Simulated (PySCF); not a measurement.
## Spinor energies of Tc (technetium, neutral)

Start: [Kr] 4d7; 4d3/2 filled at m_j = +1/2, +3/2; 4d5/2 filled at m_j = -3/2, -1/2, +1/2, +3/2, +5/2. Calculated with PySCF 2.14 in x2c-TZVPall-2c (8s9p7d1f, 77 functions): generalised Hartree-Fock with the X2C-1e Hamiltonian and a Gaussian nucleus; one run each with spin-orbit coupling (SO) switched off, then screened by Boettger's factors. This is a chosen level, not necessarily the ground level.

| spinor shell | electrons | ε, spin-free (eV) | ε, screened SO (eV) | weight of nominal j (screened SO) | rms radius, screened SO (bohr) |
| --- | --- | --- | --- | --- | --- |
| 1s1/2 | 2 | -21153.9 | -21152.6 | 1.000 | 0.0394 |
| 2s1/2 | 2 | -3090.1 | -3089.7 | 1.000 | 0.162 |
| 2p1/2 | 2 | -2758.4 | -2840.0 | 1.000 | 0.141 |
| 3s1/2 | 2 | -566.33 | -566.19 | 1.000 | 0.442 |
| 3p1/2 | 2 | -454.48 | -468.67 | 1.000 | 0.439 |
| 3p3/2 | 4 | -454.48 | -447.74 | 1.000 | 0.450 |
| 3d3/2 | 4 | -273.61 | -276.06 | 0.993 | 0.433 |
| 3d5/2 | 6 | -273.61 | -271.81 | 0.995 | 0.437 |
| 4s1/2 | 2 | -83.565 | -83.507 | 1.000 | 1.14 |
| 4p1/2 | 2 | -50.611 | -54.355 | 0.809 | 1.27 |
| 4p3/2 | 4 | -50.611 | -48.739 | 0.904 | 1.29 |
| 4d5/2 | 5 | -6.935 | -7.603 | 0.557 | 2.08 |
| 4d3/2 | 2 | -6.935 | -5.220 | 0.649 | 2.34 |

Task: Where does 2p3/2 lie, and what is the 2p spin-orbit splitting (screened SO)?

Result: At -2720.1 eV, 119.96 eV above 2p1/2.

```csv
quantity,spin-free,screened SO
E (hartree),-4282.63763,-4283.19547
M_J,9/2,9/2
⟨J²⟩,24.919,24.924
⟨L²⟩,12.146,12.213
⟨S²⟩,3.774,3.760
```

Each row is a mean over spinors that exchange with the open shell spreads, by up to 6.718 eV (4p3/2).

Rows whose weight is well below 1 are mixtures of j = l ± 1/2: exchange outweighs spin-orbit coupling there, and the label is only the starting occupation.

⟨J²⟩ departs a little from M_J(M_J + 1) because the unrestricted spinors polarise the closed shells.

Breit and QED terms are absent; they matter most for the inner s and p1/2 levels.

Densities and radii are taken from the X2C orbitals without a picture-change correction, which distorts them close to the nucleus.

Without spin-orbit coupling the j labels of p, d and f shells carry no meaning; the spin-free column gives the mean over the occupied spinors of each nl shell, and its ⟨J²⟩ belongs to a mixture of degenerate components.
